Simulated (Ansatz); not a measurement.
Al2Ru⁻. Total charge -1; quartet. Geometry B3LYP-D4/def2-TZVPD; atoms count from 1.

```xyz
3

Ru    0.729    0.262   -1.043
Al   -1.422    0.421   -0.079
Al    0.693   -0.683    1.122
```

In the def2 sets Ru takes a core potential; there is no spin–orbit coupling. The charge -1 quartet is spin-contaminated (final ⟨S²⟩ up to 3.93, 3.75 for a pure state). The highest occupied level of the charge -1 quartet lies above zero (up to 0.15 eV). It is a level of α spin, whose loss leaves a triplet; that state wasn't run at this geometry and level. The electron is either unbound and held by the finite basis, or the level is raised by self-interaction error. At PBE0-D4/def2-TZVPD a doublet of charge -1 lies 0.59 eV below the quartet, each at its own geometry. The structure comes from a short search, and lower isomers may exist.

**Question.** Estimate the Mulliken populations from the PBE0/def2-TZVPD orbitals of Ansatz.

**Answer.** 
```tsv
atom	charge (e)	spin (α − β)	d electrons
Ru1	-0.48	3.14	7.00
Al2	-0.26	-0.07	–
Al3	-0.26	-0.07	–
```
Mulliken values and Mayer orders depend strongly on the basis. With diffuse functions, as here, like atoms can get unlike values, and bond orders can come out too low or too high.

**Question.** Where does the spin sit?

**Answer.** Summed by element: Ru 3.14, Al -0.14, of 3 unpaired in all. Largest on single atoms: Ru1 3.14, Al2 -0.07, Al3 -0.07.

**Question.** And the Mayer bond orders between bonded heavy atoms (over 0.3)?

**Answer.** Ru1–Al2 1.62 (2.36 Å); Ru1–Al3 1.62 (2.36 Å); Al2–Al3 0.50 (2.67 Å).
